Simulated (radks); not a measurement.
Question: All-electron atom: Os3+ in [Xe] 4f14 5d3 5f2 (not the ground configuration). All-electron calculation, scalar-relativistic Kohn-Sham, BLYP, spin-unpolarised, spherical densities, finite nucleus; Fermi nuclear charge, rms radius 5.4126 fm. Program: a radial shooting solver on a logarithmic mesh with Libxc functionals. Some entries of the table are withheld. Estimate them.

| orbital | occ. | eigenvalue (Ry) | r(max) (bohr) | <r^2> (bohr^2) |
|---|---|---|---|---|
| 1s | 2 | -5431.441 | 0.01103 | 0.0004335 |
| 2s | 2 | (1) | 0.06340 | 0.006643 |
| 2p | 6 | -826.8179 | 0.05219 | 0.005531 |
| 3s | 2 | -223.2811 | 0.1788 | 0.04300 |
| 3p | 6 | -187.4636 | 0.1774 | 0.04388 |
| 3d | 10 | -147.3814 | 0.1444 | (2) |
| 4s | 2 | (3) | 0.4048 | 0.2105 |
| 4p | 6 | -37.92248 | 0.4250 | 0.2400 |
| 4d | 10 | -23.31402 | 0.4345 | 0.2766 |
| 5s | 2 | -9.91089 | 0.9102 | 1.110 |
| 4f | 14 | -7.07327 | 0.4053 | 0.3771 |
| 5p | 6 | -6.84928 | 1.022 | 1.465 |
| 5d | 3 | -3.29194 | 1.279 | 2.618 |
| 5f | 2 | -1.00348 | 2.866 | 13.14 |

Answer: 
(1) 2s eigenvalue (Ry): -948.7466
(2) 3d <r^2> (bohr^2): 0.03636
(3) 4s eigenvalue (Ry): -49.67498
